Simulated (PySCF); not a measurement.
Species: C2H8NSi2 (doublet state).
Structure used (GFN2-xTB), in Å, numbered top down from 1:
```
atom  x, y, z in Å
N1     2.617    0.398    1.334
C2     1.784    0.269    0.449
Si3    0.853   -1.090   -0.397
C4    -0.964   -0.711    0.033
Si5   -1.577    1.040   -0.364
H6     2.981    1.294    1.643
H7     1.116   -2.507   -0.089
H8     1.142   -0.853   -1.817
H9    -1.129   -0.910    1.092
H10   -1.585   -1.428   -0.505
H11   -3.005    1.144   -0.042
H12   -1.390    1.323   -1.788
H13   -0.848    2.030    0.433
```

The hyperfine couplings belong to this conformer and change with its torsions.

Identity: `[H]/N=[C]/[SiH2]C[SiH3]` [radical].

The calculation used UKS B3LYP, pcH-1 on C H N Si, non-relativistic, mean-field spin-orbit, GIAO (PySCF). Isolated species at its GFN2-xTB geometry (one conformer only). The geometry wasn't refined by DFT: couplings that depend on bond lengths, twists or pyramidal angles can differ widely from those at the functional's own minimum. Stability of the SCF solution: not tested.

Question: The isotropic 13C couplings are +116.1, -1.1 MHz. Assign them to C2; C4.

Answer: 
```json
{"site": "C2", "a_iso (MHz)": "+116.1", "ρ(0) (bohr⁻³)": "+0.1035", "position": "largest spin population", "distance from C2 (Å)": "0.00", "spin population": "+0.64", "largest |T| (MHz)": "106.0"}
{"site": "C4", "a_iso (MHz)": "-1.1", "ρ(0) (bohr⁻³)": "-0.0010", "position": "2 bonds from C2", "distance from C2 (Å)": "2.95", "spin population": "-0.01", "largest |T| (MHz)": "0.7"}
```

Question: The isotropic 29Si couplings are -129.0, -4.4 MHz. Assign them to Si3; Si5.

Answer: 
```tsv
site	a_iso (MHz)	ρ(0) (bohr⁻³)	position	distance from C2 (Å)	spin population	largest |T| (MHz)
Si3	-129.0	+0.1453	1 bond from C2	1.85	+0.07	24.6
Si5	-4.4	+0.0049	3 bonds from C2	3.54	+0.01	0.4
```

Question: The isotropic 1H couplings, averaged over equivalent nuclei, are +181.2, +38.0, +3.9, +0.4 MHz. Assign them to H6; H7/H8; H9/H10; H11/H12/H13.

Answer: 
```
       site  a_iso (MHz)  ρ(0) (bohr⁻³)                                         position  distance from C2 (Å)  bound to  spin population there  largest |T| (MHz)
         H6       +181.2        +0.0405  2 bonds from C2, on N1 of spin population +0.18                  1.98        N1                  +0.18               23.4
      H7/H8        +38.0        +0.0085                                  2 bonds from C2                  2.76       Si3                  +0.07                5.6
     H9/H10         +0.4        +0.0001                                  3 bonds from C2                  3.55        C4                  -0.01                2.8
H11/H12/H13         +3.9        +0.0009                                  4 bonds from C2                  4.03       Si5                  +0.01                2.7
```

ρ(0) is the spin density at the nucleus and T the dipolar tensor; a_iso includes a spin–orbit part; entries for several nuclei are means. Largest spin populations (Mulliken): C2 (+0.64), N1 (+0.18) and Si3 (+0.07).

The spin density at the nucleus, in bohr⁻³, is negative for C4 (-0.0010), for instance. A restricted open-shell determinant has no negative spin density anywhere; here it arises because α and β orbitals differ (spin polarisation).

Means are taken over nuclei equivalent by connectivity, which assumes that they swap fast. The three 1H nuclei of mean +3.9 MHz run from 0.1 to 6.5 MHz in the frozen geometry. The 1H value of +38.0 MHz is a mean of couplings from -5.5 to 81.4 MHz in this one geometry, not an average over conformers.
